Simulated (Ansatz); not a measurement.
Ga6Sb5H18⁻, a cluster cut from wurtzite GaSb (hydrogen-capped), relaxed as a singlet with RKS PBE-D4/def2-SVP in Ansatz, starting from a model built from a lattice or polyhedron. Force threshold 0.03 eV/Å.

In the def2 sets Sb takes a core potential; there is no spin–orbit coupling. Single mean-field runs in def2-SVP are fitted with def2-universal-jkfit.

Start:

```xyz
29

Ga    0.4244   -2.8476    1.2967
Sb   -1.3819   -2.1424   -0.5282
Sb   -1.8248    0.6537    2.7342
Ga   -2.7099   -0.0369    0.3598
Ga   -0.1436   -1.5524   -2.7733
Sb   -2.3652    1.9642   -1.3231
Sb    2.0814   -0.8645    1.7180
Ga    0.7449    1.2660    2.5732
Ga    3.2813   -0.2812   -0.5361
Sb    1.5298    0.4608   -2.3530
Ga    0.2163    2.5588   -1.4557
H    -0.2753   -3.1913    2.6298
H     1.1864   -4.0996    0.8142
H    -2.4558   -3.4691   -0.7703
H    -2.0407   -0.6704    3.8483
H    -2.6872    2.0119    3.3045
H    -4.1978   -0.3800    0.4428
H     0.6424   -2.7727   -3.2889
H    -1.1804   -1.1213   -3.7994
H    -2.9588    1.5004   -2.8678
H    -3.2395    3.3255   -0.7703
H     3.2462   -1.3308    2.8874
H     1.2883    1.6359    3.9629
H     0.9559    2.4239    1.5917
H     4.0959   -1.4735   -1.0548
H     4.3174    0.8978   -0.2886
H     2.3268    0.8590   -3.8102
H     0.7165    2.9398   -0.0761
H     0.4070    3.7359   -2.4679
```

Estimate the energy that the relaxation releases and the steps that it takes.

1.70 eV, in 8 steps; 24 s on 2 threads of AMD EPYC 7R13 on a shared host and a share (18 GiB) of an NVIDIA H100 80GB HBM3. The force fell under the threshold at step 7, but the optimiser went on. No frequencies were taken in this run, so the end may be a saddle point.

Does the start keep its bonding and symmetry?

By distances, no bond broke or formed. The bond that changes most is Sb3–Ga8, from 2.65 to 2.74 Å (atoms count from 1). A close non-bonded pair moves further: H24–H28, from 1.76 to 2.78 Å. Point group Cs at the start, Cs at the end, both within 0.05 Å.

Predict the relaxed structure.


```tsv
atom	x (Å)	y (Å)	z (Å)
Ga1	0.391	-2.954	1.494
Sb2	-1.205	-2.137	-0.527
Sb3	-1.655	0.614	2.615
Ga4	-2.802	-0.195	0.320
Ga5	-0.222	-1.514	-2.966
Sb6	-2.190	1.876	-1.285
Sb7	2.034	-0.828	1.626
Ga8	0.990	1.244	2.952
Ga9	3.495	-0.229	-0.556
Sb10	1.502	0.422	-2.246
Ga11	0.336	2.789	-1.823
H12	-0.503	-3.016	2.811
H13	1.198	-4.228	0.997
H14	-2.372	-3.386	-0.770
H15	-2.113	-0.603	3.738
H16	-2.700	1.822	3.275
H17	-4.366	-0.421	0.463
H18	0.578	-2.774	-3.506
H19	-1.412	-0.878	-3.811
H20	-2.999	1.495	-2.752
H21	-3.267	3.156	-0.851
H22	3.201	-1.366	2.779
H23	1.224	1.145	4.520
H24	1.102	2.620	2.176
H25	4.177	-1.566	-1.078
H26	4.356	1.071	-0.254
H27	2.303	0.743	-3.740
H28	0.743	3.462	-0.448
H29	0.175	3.639	-3.155
```
Bond lengths (bridged metal pairs left out): 13 × Ga–Sb 2.65 to 2.74 Å; 11 × Ga–H 1.58 to 1.59 Å; 7 × H–Sb 1.72 to 1.73 Å.
